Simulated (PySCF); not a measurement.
NICS in rings of unrelated molecules.

NICS is the negative of the GIAO shielding at a point without a nucleus: at the ring centre (0) and 1 Å above and below it (1); zz is the component along the ring normal. Level: GIAO PBE0/pcSseg-1 (PySCF, non-relativistic, gas phase) on the GFN2-xTB geometries, one conformer each. Atom numbers follow the mapped SMILES.

Task: Order these rings by mean NICS(1)zz, lowest (most negative) first (ppm).
A. ring C2–C3–N4–N5–C6 in `[SiH3:1][c:2]1[cH:3][n:4][nH:5][cH:6]1`
B. ring C5–C6–C7–C8–S9 in `[O:1]=[C:2]1[CH2:3][C@@H:4]([c:5]2[cH:6][cH:7][cH:8][s:9]2)[O:10]1`
C. ring C3–C4–C5 in `[CH3:1]/[CH:2]=[C:3]1[CH:4]=[C:5]\1[O:6][CH3:7]`
D. ring C2–C3–C4–C5–C7 in `[CH3:1][C+:2]1[CH2:3][CH2:4][C@@H:5]([F:6])[CH2:7]1` (charge +1)
E. ring Si3–C4–N5–C6 in `[N:1]#[C:2][SiH:3]1[CH2:4][NH:5][CH2:6]1`
F. ring C2–C3–N4–N5–N10 in `[CH3:1][c:2]1[cH:3][n:4][n:5]([CH:6]2[CH2:7][CH2:8][CH2:9]2)[n:10]1`
G. ring C2–C3–C4 in `[CH2:1]=[C:2]1[CH2:3][C@H:4]1[C:5]([CH3:6])=[O:7]`

Result: A (-32.9), F (-31.6), B (-26.5), G (-19.7), C (-8.2), D (-3.6), E (4.5).

| SMILES | ring | NICS(0) | NICS(1) | NICS(1)zz | HOMA | rms pucker (Å) | ring atoms with four or more neighbours |
| --- | --- | --- | --- | --- | --- | --- | --- |
| [SiH3]c1cn[nH]c1 | 5-membered ring with 2 N; formal bonds all aromatic | -13.7 | -12.5 | -32.9 | 0.94 | 0.00 | 0 |
| Cc1cnn(C2CCC2)n1 | 5-membered ring with 3 N; formal bonds all aromatic | -12.4 | -13.1 | -31.6 | 0.99 | 0.00 | 0 |
| O=C1C[C@@H](c2cccs2)O1 | 5-membered ring with S; formal bonds all aromatic | -12.5 | -11.3 | -26.5 | 0.80 | 0.00 | 0 |
| C=C1C[C@H]1C(C)=O | 3-membered carbocycle; formal bonds all single | -32.0 | -7.8 | -19.7 | – | 0.00 | 2 |
| C/C=C1C=C\1OC | 3-membered carbocycle; formal bonds 1 double, 2 single | -27.9 | -6.8 | -8.2 | -0.03 | 0.00 | 0 |
| C[C+]1CC[C@@H](F)C1 | 5-membered carbocycle; formal bonds all single | 2.6 | -3.0 | -3.6 | – | 0.14 | 4 |
| N#C[SiH]1CNC1 | 4-membered ring with N and Si; formal bonds all single | -0.1 | 0.0 | 4.5 | – | 0.12 | 3 |

NICS(0) gives another order. The isotropic NICS(1) gives another order. Over the 4 rings with a HOMA value its correlation coefficient with NICS(1)zz is -0.99. HOMA uses Krygowski's 1993 parameters; it is left out where a ring has a four-coordinate atom, a triple bond, no multiple bond or a kind of bond without parameters. NICS(1) and NICS(1)zz are means over the two faces.
